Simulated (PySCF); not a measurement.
**Unknown compound**

An unknown has the formula C₂H₈F₃NSi₂. Its calculated NMR data are:

1H NMR (600 MHz, computed): δ 4.83 (s, 3H), 4.77 (m, 2H), 2.80 (s, 3H).

13C{1H} NMR (computed): δ 138.4, 37.2.

Fast rotation and ring inversion assumed for equivalent nuclei, single conformer, no solvent, non-relativistic Hamiltonian. Geometry: GFN2-xTB; shielding tensors at PBE0/pcSseg-1 (GIAO); PySCF 2.14.

Chemical shifts δ = σref − σ; TMS for 1H, 13C, all at this level.

Propose a structure and justify it.

Results:


1. Rings plus π bonds: 0.
2. 2 carbon signals for 2 carbons: no two carbons are equivalent.
3. Carbon types of the structure: 1 × C, 1 × CH3, leaving 5 H on heteroatoms.
4. δC 138.4: CF3 carbon; 3 electronegative neighbours deshield it.
5. δC 37.2: methyl carbon bonded to N; the inductive effect lowers its shielding.
6. δH 4.83: hydrogen on a silicon bonded to N.
7. δH 4.77: hydrogen on a silicon bonded to C, N.
8. δH 2.80: hydrogen on a methyl carbon bonded to N; its carbon carries N, which withdraws density.

The compound is SMILES [SiH3]N(C)[SiH2]C(F)(F)F.

The shifts were computed for this structure.

Splittings by 19F in the carbon and heteronuclear signals aren't shown, as no couplings were computed. Shifts are as computed. Against solution values, carbons near 30 ppm lie about +3 ppm off and those near 130 ppm about +5 ppm. Of 1309 compounds with measured shifts, 239 miss one by over three times the rms of a fit or turn the order of signals round; such compounds aren't used in these exercises. No couplings were computed; multiplicities are counted from neighbouring protons, with m where these are inequivalent, close in shift, in a saturated or five-membered ring or joined by F or P, and br s for small geminal =CH2 splittings.
